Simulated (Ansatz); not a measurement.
Removing and adding an electron: the cluster TiSi4 (the lowest singlet isomer of a short search). Charge 0, multiplicity 1. Geometry: r2SCAN-D4/def2-SVP. Ansatz, gas phase; energy differences of separate SCF runs; the oxidised species was run as a doublet alone; the reduced species was run as a doublet alone.

```xyz
5

Ti   -0.649    0.002   -1.798
Si   -0.155   -1.413    0.038
Si   -1.079    0.845    0.375
Si    1.221    0.567   -0.456
Si    0.663   -0.002    1.841
```

HOMO above LUMO, or a gap near zero within one spin, warns that the state may not be the lowest or that an electron is smeared out. The structure comes from a short search, and lower isomers may exist.

Estimate orbital energies and vertical ionisation energies and electron affinities at: PBE-D4/def2-TZVP; PBE-D4/def2-TZVPD; r2SCAN-D4/def2-TZVP; r2SCAN-D4/def2-TZVPD; PBE0-D4/def2-TZVPD.


```csv
level,−HOMO (eV),vertical IE (eV),−LUMO (eV),vertical EA (eV),HOMO–LUMO gap (eV),remarks
PBE-D4/def2-TZVP,5.09,7.40,3.35,–,1.74,gap within one spin near zero (+1 doublet)
PBE-D4/def2-TZVPD,5.10,–,3.37,1.45,1.73,HOMO above zero (-1 doublet)
r2SCAN-D4/def2-TZVP,5.18,7.35,3.31,–,1.87,–
r2SCAN-D4/def2-TZVPD,5.19,–,3.32,1.55,1.87,"HOMO above zero (-1 doublet), spin-contaminated (⟨S²⟩ 0.84) (-1 doublet)"
PBE0-D4/def2-TZVPD,5.86,–,2.63,1.68,3.23,spin-contaminated (⟨S²⟩ 0.85) (-1 doublet)
```

Relaxing the oxidised species (r2SCAN-D4/def2-SVP) changes its energy by -0.16 eV at PBE-D4/def2-TZVP, so the adiabatic ionisation energy to this nearest minimum is 7.24 eV.  Run but left out: PBE0-D4/def2-TZVP (charge +1 doublet: ⟨S²⟩ 1.11, where a pure state has 0.75).   A HOMO above zero means that the electron is unbound at that level or that self-interaction error raises the level; the energy of removing that electron tells which.
